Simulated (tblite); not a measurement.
Isomers of C4H7F3S2Si. Level: GFN2-xTB in tblite, geometry and Hessian alike; calculated harmonic values, unscaled, isolated species. Errors from tens to a few hundred cm⁻¹ against measured bands are possible. Modes of hydrogen on silicon can be 10 to 20 % off. One conformer each.

Electronic energies: GFN2-xTB at the same geometries; isomer energies are rough at this level and their order can be wrong.

| SMILES | electronic energy, lowest = 0 (kJ/mol) |
| --- | --- |
| C[C@]1(C(F)(F)F)CS[SiH2]S1 | 0.0 |
| FC(F)(F)S[C@@H]1CSC[SiH2]1 | 231.6 |
| FC(F)[C@@H]1[SiH2]SCS[C@@H]1F | 124.9 |
| C=CS[SiH2]SCC(F)(F)F | 142.1 |
| C[SiH](C)SC(=S)C(F)(F)F | 187.2 |
| C[Si@@H]1SC[C@H](C(F)(F)F)S1 | 42.4 |

Task: How do GFN2-xTB zero-point energies change the relative energies?

Result: 
| SMILES | ZPE (kJ/mol) | of it from modes above 1550 cm⁻¹ | electronic (kJ/mol) | with ZPE, lowest = 0 (kJ/mol) | lowest mode (cm⁻¹) | rings |
| --- | --- | --- | --- | --- | --- | --- |
| C[C@]1(C(F)(F)F)CS[SiH2]S1 | 277.8 | 118.5 | 0.0 | 0.0 | 52 | 1 |
| C[Si@@H]1SC[C@H](C(F)(F)F)S1 | 280.6 | 121.7 | 42.4 | 45.2 | 33 | 1 |
| FC(F)[C@@H]1[SiH2]SCS[C@@H]1F | 276.6 | 116.9 | 124.9 | 123.6 | 56 | 1 |
| C=CS[SiH2]SCC(F)(F)F | 267.9 | 130.0 | 142.1 | 132.2 | 19 | 0 |
| C[SiH](C)SC(=S)C(F)(F)F | 271.1 | 122.8 | 187.2 | 180.5 | 9 | 0 |
| FC(F)(F)S[C@@H]1CSC[SiH2]1 | 271.3 | 117.1 | 231.6 | 225.1 | 18 | 1 |

The zero-point energies span 12.7 kJ/mol, from `C=CS[SiH2]SCC(F)(F)F` to `C[Si@@H]1SC[C@H](C(F)(F)F)S1`. The order is unchanged.

Task: What do entropy and thermal enthalpy add at 298.15 K and 1 bar (rigid rotor, harmonic oscillator, one conformer each)?

Result: 
```tsv
SMILES	point group	symmetry number	S (J/(mol K))	H − H(0) (kJ/mol)	ZPE + H − H(0) − TS (kJ/mol)
C[C@]1(C(F)(F)F)CS[SiH2]S1	C1	1	445.1	33.12	178.3
C[Si@@H]1SC[C@H](C(F)(F)F)S1	C1	1	466.2	34.45	176.0
FC(F)[C@@H]1[SiH2]SCS[C@@H]1F	C1	1	448.4	32.81	175.7
```

Not tabulated: `C=CS[SiH2]SCC(F)(F)F` (lowest mode only 19 cm⁻¹); `C[SiH](C)SC(=S)C(F)(F)F` (lowest mode only 9 cm⁻¹); `FC(F)(F)S[C@@H]1CSC[SiH2]1` (lowest mode only 18 cm⁻¹).
